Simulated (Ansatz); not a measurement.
C$_{2}$H$_{8}$NSb (`CC[NH][SbH2]`). The species carries charge 0 and has multiplicity 1. Sb takes the def2 core potential. Geometry: relaxed with PBE0-D4/def2-TZVP. It is one conformer, not always the lowest.

```xyz
12

C    -1.129   -0.753    1.119
C    -0.130   -0.428    0.026
N     0.248    0.974    0.065
Sb    1.502    1.704   -1.350
H    -2.017   -0.126    1.028
H    -0.694   -0.584    2.109
H    -1.434   -1.801    1.067
H    -0.580   -0.622   -0.953
H     0.736   -1.105    0.104
H     0.559    1.243    0.991
H     2.460    0.285   -1.574
H     0.480    1.214   -2.634
```

What is the dipole moment at ωB97M-V/def2-TZVPP? (Estimate.)

Computed: 0.80 D, with components (0.44, -0.24, 0.61) D in this frame, pointing from negative to positive charge.

And with PBE, r2SCAN, B3LYP? (Estimate.)

The calculation gave: PBE 0.84 D, r2SCAN 0.85 D, B3LYP 0.82 D.

Give the Mulliken charges with ωB97M-V, r2SCAN, PBE in def2-TZVPP. (Best estimate.)

Computed: 
```tsv
atom	ωB97M-V	r2SCAN	PBE
C1	-0.31	-0.14	-0.25
C2	-0.08	0.08	-0.03
N3	-0.44	-0.49	-0.42
Sb4	0.42	0.48	0.42
H5	0.11	0.05	0.09
H6	0.09	0.03	0.07
H7	0.09	0.04	0.08
H8	0.11	0.04	0.08
H9	0.10	0.03	0.07
H10	0.09	0.13	0.12
H11	-0.10	-0.14	-0.12
H12	-0.08	-0.12	-0.10
```

B3LYP here is the variant with VWN-RPA as its local correlation; programs differ in this.
